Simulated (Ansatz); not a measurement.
Reaction (ligand exchange at the Si–F bond): `C[SiH](O)F` + `N[SiH](O)F` → `C[Si@H](O)N[Si@@H](O)F` + H–F

Computed with Ansatz on PBE0-D4/def2-TZVP structures; ΔE is electronic, products minus reactants. CCSD(T)/CBS is the MP2 limit (def2-TZVPP, def2-QZVPP) plus CCSD(T) − MP2 in def2-TZVPP, frozen cores. This one scheme is used for every species. Functionals use def2-TZVPP. Each species was taken in one conformer, which may not be the lowest.

```json
{"level": "r2SCAN-D4", "ΔE (kJ/mol)": "80.5"}
{"level": "MP2/def2-TZVPP", "ΔE (kJ/mol)": "72.0"}
{"level": "CCSD/def2-TZVPP", "ΔE (kJ/mol)": "77.7"}
{"level": "MP2/CBS(def2)", "ΔE (kJ/mol)": "72.3"}
```

Task: What does CCSD(T)/CBS give? (Best estimate.)

Result: Ansatz gave: +74.3 kJ/mol. The listed levels differ from it by 6.2, -2.3, 3.4, -2.0 kJ/mol.

Largest T1 diagnostic among the species: 0.011.

In def2-TZVPP, CCSD(T) changes the Hartree–Fock value by −25.0 kJ/mol (the triples alone add −3.7 kJ/mol) and MP2 by −26.9 kJ/mol. The D4 term adds −15.6 kJ/mol with B3LYP and −9.0 kJ/mol with PBE0; it sums over pairs of atoms, weighted by their polarisabilities, and B3LYP, whose exchange is more repulsive, gets the larger term.

B3LYP here is the variant with VWN-RPA as its local correlation; programs differ in this.
